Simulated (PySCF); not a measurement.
Computed shifts of a molecule H4OSeSi, HF/pcSseg-1 in PySCF, GIAO, gas phase, equivalent atoms averaged, in ppm (number of nuclei): ¹H: 8.58 (1), 4.63 (3). ²⁹Si: -23.9 (1). References: ⁷⁷Se against Me2Se (σ = 1942.8 ppm); ¹H against TMS (σ = 31.99 ppm); ¹⁷O against H2O (σ = 333.0 ppm); ²⁹Si against TMS (σ = 393.8 ppm), references at their B3LYP-D3(BJ)/def2-TZVP geometries, non-relativistic. The structure is a stationary point at r2SCAN-D4/def2-SVP. The values are those of a single conformer.

Problem. Identify the compound among the candidates.
(A) O[SiH2][SeH]
(B) O[Se][SiH3]
(C) [SiH3]O[SeH]

Solution. C, [SiH3]O[SeH]
